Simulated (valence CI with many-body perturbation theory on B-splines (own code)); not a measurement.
Cd⁴²⁺: calculated level list

Level of theory: valence CI with perturbative core correlation (CI+MBPT): four valence electrons over a frozen Dirac-Fock core [He], a basis of 11 s, 11 p, 10 d, 8 f, 5 g, 2 h functions for each j, with the one-electron correlation potential Σ1, the two-electron term Σ2, the three-electron term Σ3, Breit, model QED; selected CI, second order for the rest, scaled by the run's own slope (own B-spline code, finite nucleus).

The last digits are not significant, and no measured levels were compared; by estimate large intervals hold to a few tenths of a per cent, small ones and those within an open d or f shell to about a per cent. Among the levels kept, up to 760 cm⁻¹ of a level comes from second order outside the variational space, and about a tenth of that is noise between levels of different J, which matters for small intervals.

Levels 136 to 180 of 203, with energies above the lowest level, (2s^2 2p1/2^2) J=0. "Leading %" is the weight of the configuration and term that name the level; weights of strongly mixed levels are sums over their largest components and can fall short, so below about 35 % the name and the second component can differ from the true leading terms, or belong to a minority configuration. In the jj column 3d3/2^4 stands for four electrons in 3d with j = 3/2.

```csv
No.,Configuration,Term,J,E (× 10³ cm⁻¹),Leading %,g,Leading jj,Second component
136,2s 2p2 3p,3P°,1,36545,33,1.360,2s 2p3/2^2 3p1/2 (95 %),25 % 2s 2p2 3p 3S°
137,2s 2p2 3p,3D°,2,36564,34,1.085,2s 2p3/2^2 3p1/2 (95 %),23 % 2s 2p2 3p 1D°
138,2s 2p2 3p,3P°,1,36570,54,1.289,2s 2p3/2^2 3p1/2 (83 %),20 % 2s 2p2 3p 1P°
139,2s 2p2 3p,3P°,2,36605,43,1.343,2s 2p3/2^2 3p3/2 (94 %),20 % 2s 2p2 3p 1D°
140,2p3 3p,3P,0,36656,75,,2p1/2^2 2p3/2 3p3/2 (95 %),22 % 2p3 3p 1S
141,2p3 3d,3D°,2,36765,32,1.042,2p1/2^2 2p3/2 3d3/2 (94 %),20 % 2p3 3d 3F°
142,2p3 3d,3F°,3,36798,26,1.150,2p1/2^2 2p3/2 3d3/2 (89 %),21 % 2p3 3d 5D°
143,2p3 3d,5D°,1,36822,31,1.161,2p1/2^2 2p3/2 3d3/2 (96 %),26 % 2p3 3d 3D°
144,2p3 3d,3P°,0,36827,55,,2p1/2^2 2p3/2 3d3/2 (96 %),33 % 2p3 3d 5D°
145,2s 2p2 3d,3D,3,36885,28,1.318,2s 2p3/2^2 3d3/2 (82 %),25 % 2s 2p2 3d 5D
146,2s 2p2 3d,3D,2,36886,30,1.372,2s 2p3/2^2 3d3/2 (95 %),21 % 2s 2p2 3d 5P
147,2s 2p2 3d,3F,4,36904,42,1.316,2s 2p3/2^2 3d5/2 (59 %),28 % 2s 2p2 3d 5D
148,2s 2p2 3d,3P,1,36907,31,1.700,2s 2p3/2^2 3d3/2 (93 %),30 % 2s 2p2 3d 5P
149,2p3 3d,3F°,4,36911,45,1.271,2p1/2^2 2p3/2 3d5/2 (97 %),32 % 2p3 3d 5D°
150,2s 2p2 3p,3D°,3,36925,61,1.267,2s 2p3/2^2 3p3/2 (87 %),13 % 2s 2p2 3p 3F°
151,2s 2p2 3d,3G,5,36931,50,1.290,2s 2p3/2^2 3d5/2 (97 %),50 % 2s 2p2 3d 5F
152,2s 2p2 3p,3P°,0,36937,59,,2s 2p3/2^2 3p3/2 (96 %),39 % 2s 2p2 3p 1S°
153,2s 2p2 3p,3P°,2,36964,19,1.335,2p1/2^2 2p3/2 3d5/2 (62 %),12 % 2p3 3d 3P°
154,2s 2p2 3p,3P°,2,36971,51,1.385,2s 2p3/2^2 3p3/2 (70 %),7 % 2p3 3d 3P°
155,2s 2p2 3d,3F,4,36974,53,1.158,2s 2p3/2^2 3d3/2 (59 %),26 % 2s 2p2 3d 1G
156,2s 2p2 3p,1P°,1,36982,48,1.182,2s 2p3/2^2 3p3/2 (93 %),31 % 2s 2p2 3p 3P°
157,2s 2p2 3p,3P°,2,37031,29,1.382,2s 2p3/2^2 3p3/2 (72 %),22 % 2s 2p2 3p 1D°
158,2s 2p2 3d,3P,0,37050,69,,2s 2p3/2^2 3d5/2 (89 %),23 % 2s 2p2 3d 1S
159,2p3 3d,3D°,3,37055,42,1.186,2p1/2^2 2p3/2 3d5/2 (84 %),19 % 2p3 3d 1F°
160,2p3 3s,5S°,2,37059,34,1.479,2p1/2 2p3/2^2 3s (66 %),28 % 2p3 3s 3D°
161,2p3 3s,3S°,1,37078,37,1.248,2p1/2 2p3/2^2 3s (70 %),32 % 2p3 3s 3D°
162,2p3 3d,3D°,1,37111,40,1.002,2p1/2^2 2p3/2 3d5/2 (94 %),24 % 2p3 3d 3P°
163,2s 2p2 3d,3P,1,37116,30,1.466,2s 2p3/2^2 3d5/2 (91 %),24 % 2s 2p2 3d 3S
164,2s 2p2 3d,3D,3,37126,41,1.176,2s 2p3/2^2 3d5/2 (82 %),22 % 2s 2p2 3d 1F
165,2s 2p2 3d,3P,2,37167,37,1.273,2s 2p3/2^2 3d5/2 (93 %),22 % 2s 2p2 3d 1D
166,2s 2p2 3p,1P°,1,37216,24,1.257,2s 2p3/2^2 3p3/2 (70 %),20 % 2s 2p2 3p 3S°
167,2p3 3s,3D°,3,37230,83,1.306,2p1/2 2p3/2^2 3s (83 %),8 % 2s 2p2 3p 3D°
168,2p3 3s,1D°,2,37249,66,1.051,2p1/2 2p3/2^2 3s (96 %),28 % 2p3 3s 3D°
169,2s 2p2 3d,3D,1,37375,46,0.766,2s 2p3/2^2 3d3/2 (82 %),23 % 2s 2p2 3d 1P
170,2p3 3p,5P,1,37404,38,1.527,2p1/2 2p3/2^2 3p1/2 (88 %),20 % 2p3 3p 3D
171,2s 2p2 3d,3F,2,37410,21,1.060,2s 2p3/2^2 3d3/2 (64 %),15 % 2s 2p2 3d 3D
172,2s 2p2 3d,3F,3,37419,37,1.057,2s 2p3/2^2 3d3/2 (74 %),23 % 2s 2p2 3d 1F
173,2s 2p2 3d,3D,2,37453,60,1.159,2s 2p3/2^2 3d3/2 (76 %),11 % 2s 2p2 3d 3P
174,2p3 3s,3P°,0,37460,98,,2p1/2 2p3/2^2 3s (98 %),
175,2s 2p2 3d,3D,1,37468,67,0.768,2s 2p3/2^2 3d3/2 (89 %),11 % 2s 2p2 3d 3P
176,2p3 3p,3F,2,37479,19,1.146,2p1/2 2p3/2^2 3p1/2 (61 %),15 % 2p3 3p 3P
177,2s 2p2 3d,3F,4,37486,69,1.189,2s 2p3/2^2 3d5/2 (96 %),14 % 2s 2p2 3d 1G
178,2s 2p2 3d,3P,0,37504,77,,2s 2p3/2^2 3d3/2 (92 %),20 % 2s 2p2 3d 1S
179,2p3 3s,3P°,1,37505,63,1.313,2p1/2 2p3/2^2 3s (93 %),30 % 2p3 3s 1P°
180,2s 2p2 3d,3D,3,37506,79,1.289,2s 2p3/2^2 3d5/2 (93 %),5 % 2s 2p2 3d 1F
```

Where two levels of one J and parity lie close, their mixing, g and order are uncertain.
